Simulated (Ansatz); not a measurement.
CH8GeSi2, SMILES `[SiH3][GeH]1[CH2][SiH2]1`, 12 atoms. The species carries charge 0 and has multiplicity 1. Correlated methods include outer-core shells of Ge, which these sets cover unevenly. Scalar relativity is left out up to krypton. All runs use 4 threads of an Intel Xeon Platinum 8488C on a shared host. Correlated methods freeze the cores.

(1) Give the basis size and wall time and peak host memory of each of these runs in Ansatz. RHF-CCSD(T)/def2-SVP energy; RKS ωB97M-V/def2-QZVPP energy; RKS PBE0-D4/def2-TZVP frequencies; RKS PBE0-D4/def2-TZVP relaxation (8 steps); RKS B97M-V/def2-TZVPP energy; RKS PBE0-D4/def2-QZVPP energy; RKS PBE0-D4/def2-SVP energy; RHF-CCSD(T)/def2-TZVPP energy; RKS ωB97M-V/def2-SVP energy; RHF-MP2/def2-QZVPP energy; RKS BLYP-D4/def2-TZVPP energy; RKS r2SCANh-D4/def2-TZVPP energy. (Best estimate.)

## Answers

(1) The calculation gave: Other jobs shared the machine, so times are rough.

```json
{"level": "RKS PBE0-D4/def2-SVP", "job": "energy", "functions": "122", "wall time": "1.4 s", "peak host memory (GiB)": "0.3"}
{"level": "RKS BLYP-D4/def2-TZVPP", "job": "energy", "functions": "275", "wall time": "1.7 s", "peak host memory (GiB)": "0.43"}
{"level": "RKS ωB97M-V/def2-SVP", "job": "energy", "functions": "122", "wall time": "4.1 s", "peak host memory (GiB)": "0.45"}
{"level": "RKS r2SCANh-D4/def2-TZVPP", "job": "energy", "functions": "275", "wall time": "4.7 s", "peak host memory (GiB)": "0.92"}
{"level": "RHF-CCSD(T)/def2-SVP", "job": "energy", "functions": "122", "wall time": "6 s", "peak host memory (GiB)": "0.63"}
{"level": "RKS B97M-V/def2-TZVPP", "job": "energy", "functions": "275", "wall time": "6.5 s", "peak host memory (GiB)": "0.53"}
{"level": "RKS PBE0-D4/def2-QZVPP", "job": "energy", "functions": "526", "wall time": "11 s", "peak host memory (GiB)": "2.5"}
{"level": "RKS ωB97M-V/def2-QZVPP", "job": "energy", "functions": "526", "wall time": "19 s", "peak host memory (GiB)": "3"}
{"level": "RHF-MP2/def2-QZVPP", "job": "energy", "functions": "526", "wall time": "24 s", "peak host memory (GiB)": "3.7"}
{"level": "RKS PBE0-D4/def2-TZVP", "job": "relaxation (8 steps)", "functions": "201", "wall time": "27 s", "peak host memory (GiB)": "0.65"}
{"level": "RHF-CCSD(T)/def2-TZVPP", "job": "energy", "functions": "275", "wall time": "2.1 min", "peak host memory (GiB)": "6.9"}
{"level": "RKS PBE0-D4/def2-TZVP", "job": "frequencies", "functions": "201", "wall time": "2.5 min", "peak host memory (GiB)": "0.65"}
```
